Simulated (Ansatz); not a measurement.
F3GeI (`[F][Ge]([F])([F])[I]`) at its PBE0-D4/def2-TZVP geometry, where that method's forces vanish. Charge 0, multiplicity 1. I takes the def2 core potential.

```xyz
5

F     0.8034   -1.3702    0.7239
Ge    0.0980    0.0113    0.0160
F     0.9590    0.3093   -1.4252
F     0.4366    1.3160    1.0601
I    -2.2971   -0.2664   -0.3748
```

(1) What forces (eV/Å) does ωB97M-V/def2-TZVPP give on these atoms in the Gaussian-basis code of Ansatz? (Best estimate.)

Results:

(1) The calculation gave: 
```
F1   0.023 -0.067  0.032
Ge2 -0.179 -0.021 -0.029
F3   0.031  0.013 -0.071
F4   0.006  0.061  0.049
I5   0.118  0.013  0.019
```
